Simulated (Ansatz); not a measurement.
`F[Si](F)(Br)[O][InH2]`. Total charge 0; spin multiplicity 1. In takes the def2 core potential. All single points use the PBE0-D4/def2-TZVP geometry. It is one conformer, not always the lowest.

```xyz
8

F    -2.091   -1.650    0.372
Si   -1.359   -0.284    0.070
F    -2.259    0.469   -0.989
Br   -1.418    0.907    1.926
O     0.112   -0.512   -0.453
In    1.985    0.226   -0.322
H     2.006    1.721    0.482
H     3.024   -0.876   -1.085
```

Problem. What is the dipole moment at ωB97M-V/def2-TZVPP? (Estimate.)

Solution. The calculation gave: 4.73 D, with components (4.62, 0.93, -0.41) D in this frame, pointing from negative to positive charge.

Problem. And with PBE, r2SCAN, B3LYP? (An estimate is asked.)

Solution. The calculation gave: PBE 4.56 D, r2SCAN 4.65 D, B3LYP 4.72 D.

Problem. Give the Mulliken charges with ωB97M-V, PBE, r2SCAN in def2-TZVPP. (An estimate is asked.)

Solution. Computed: 
```tsv
atom	ωB97M-V	PBE	r2SCAN
F1	-0.28	-0.25	-0.29
Si2	0.82	0.71	0.87
F3	-0.29	-0.26	-0.30
Br4	-0.21	-0.21	-0.23
O5	-0.55	-0.45	-0.56
In6	0.60	0.62	0.68
H7	-0.04	-0.07	-0.08
H8	-0.06	-0.09	-0.09
```

B3LYP here is the variant with VWN-RPA as its local correlation; programs differ in this.
